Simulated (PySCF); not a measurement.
Structure problem from calculated spectra and properties.

Elements present: C, F, H, O and S. Monoisotopic mass: 154.0100 u.

| Property | Result |
| --- | --- |
| Polarisability | 84.1 au [CAM-B3LYP/def2-SVPD] |
| 13C NMR | chemical shifts (computed TMS as zero) by class: 169.9 (1 C), 87.3 (1 C), 50.5 (1 C), 45.4 (1 C) ppm [GIAO HF/pcSseg-1] |
| UV, first state | lowest singlet excitation: 6.59 eV (188 nm, f = 0.468) [TDDFT CAM-B3LYP/def2-SVPD] |
| Valence photoelectron | vertical ionisation energy: 9.75 eV [ΔSCF CAM-B3LYP/def2-SVPD] |
| Dipole | 6.54 D [CAM-B3LYP/def2-SVPD] |
| 1H NMR | chemical shifts (computed TMS as zero) by class: 4.92 (1 H), 3.71 (3 H), 2.60 (3 H) ppm [GIAO HF/pcSseg-1] |
| NMR, other nuclei | isotropic shieldings of nuclei other than C and H, by class: 155 (2 O), 253 (1 O), 290 (1 F), 237 (1 S) ppm [GIAO HF/pcSseg-1] |
| Triplet | lowest triplet excitation (Tamm–Dancoff): 4.23 eV [TDA CAM-B3LYP/def2-SVPD] |
| Rotational structure | rotational constants A, B, C: 3.305, 0.769, 0.730 GHz [PBE0-D3(BJ)/def2-SVP] |

Gas-phase values; electronic properties from PySCF, density fitting. Levels stand in brackets. One conformer (not necessarily the lowest) at the PBE0-D3(BJ)/def2-SVP geometry, without solvent, vibrations or thermal averaging. NMR classes are plain means over equivalent atoms (diastereotopic ones count apart unless rotation or inversion swaps them), as if these changed places fast.

Question: Which formula fits the mass and the elements?

Answer: C4H7FO3S (calculated 154.0100). No other formula that holds each of these elements comes within 0.0003 u with a fitting electron parity and a possible valence count.

Question: Give a SMILES that accounts for the data.

Answer: Numbering: `[CH3:1][O:2]/[C:3]([F:4])=[CH:5]/[S:6]([CH3:7])(=[O:8])=[O:9]`. 4 carbons fall into 4 classes; from least to most shielded: vinylic C–F carbon [C3] (169.9 ppm), alkene CH carbon [C5] (87.3 ppm), methoxy carbon [C1] (50.5 ppm), S-methyl carbon [C7] (45.4 ppm). Hydrogen classes from least to most shielded: 1 H on an alkene CH carbon, C5 (4.92 ppm), 3 H on a methoxy carbon, C1 (3.71 ppm), 3 H on an S-methyl carbon, C7 (2.60 ppm, a mean of values up to 0.5 ppm apart in this geometry). The other shieldings belong to: 155 ppm, sulfonyl oxygen [O8/O9]; 253 ppm, ether oxygen [O2]; 290 ppm, vinyl fluorine [F4]; 237 ppm, sulfonyl sulfur [S6]. The first electron is taken from the HOMO, whose largest Löwdin shares are 0.38 on the alkene CH carbon, 0.18 on the ether oxygen, 0.17 on the vinylic C–F carbon and 0.05 on a sulfonyl oxygen. The optimised geometry has point group C1 and is an asymmetric top. Structure: `O(C)/C(=C/S(C)(=O)=O)F`. The assignments are read from this structure; whether some other isomer fits the data as well wasn't checked.

The values belong to the conformer `[CH3:1][O:2]/[C:3]([F:4])=[CH:5]/[S:6]([CH3:7])(=[O:8])=[O:9]`: C1–O2–C3–F4 9°, C3–C5–S6–C7 83°.
